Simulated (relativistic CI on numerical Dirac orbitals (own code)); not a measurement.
What each ingredient does to the levels of Ru³⁶⁺

Base calculation: Dirac-Coulomb-Breit CI, separate exchange-only KLI orbitals for each configuration, a model potential for QED, unscaled Slater integrals.

CI space (outside the closed core 1s2): 2s2.2p4, 2s.2p5, 2p6, 2p5.3s, 2p5.3p, 2p5.3d, 2s2.2p3.3s, 2s2.2p3.3p, 2s2.2p3.3d, 2s.2p4.3s, 2s.2p4.3p, 2s.2p4.3d, 2s2.2p3.4s, 2s2.2p3.4p, 2s2.2p3.4d, 2s2.2p3.4f. Levels of other configurations are missing.

The lowest level and the first level of each name with at least 55 % of one term (blank where a level has no safe partner in the second run):

```tsv
Level	Base (eV)	Shift (eV)
2s2.2p4 3P_2	0.00	0.00
2s2.2p4 1S_0	27.77	-1.49
2s2.2p4 3P_1	132.28	+1.45
2s2.2p4 1D_2	147.02	+2.89
2s2.2p4 3P_0	289.77	+3.52
2s.2p5 3P°_2	332.55	-0.35
2s.2p5 3P°_1	370.46	-0.56
2s.2p5 3P°_0	471.03	+1.26
2s.2p5 1P°_1	501.65	+1.78
2p6 1S_0	734.45	-1.45
2s2.2p3.3p 3P_0	2964.41	+1.86
2s2.2p3.3s 3D°_3	2980.62	+6.66
2s2.2p3.3s 1D°_2	2985.33	+6.43
2s2.2p3.3s 3P°_0	3003.06	+3.88
2s2.2p3.3s 3P°_1	3005.10	+4.23
2s2.2p3.3p 3D_1	3057.94	+3.96
2s2.2p3.3p 3F_4	3077.17	+6.88
2s.2p4.3s 5P_3	3131.85	+3.36
2s.2p4.3s 3P_2	3147.42	+3.09
```

At this charge energies of transitions that change n are usually good to better than 1 %, and those within a shell (Δn = 0) to a few per cent.

**Question.** One thing was changed in a second run, which moved the levels as shown. Which?
A. Breit term removed
B. QED terms removed
C. valence Slater integrals scaled by 0.9
D. configuration mixing switched off

**Answer.** A. Breit term removed. The Breit term mainly narrows fine-structure intervals, so removing it widens them.

LS names give the leading component of a level, which can be under half, so a name can repeat, a term be missing and a line seem to break the LS rules.
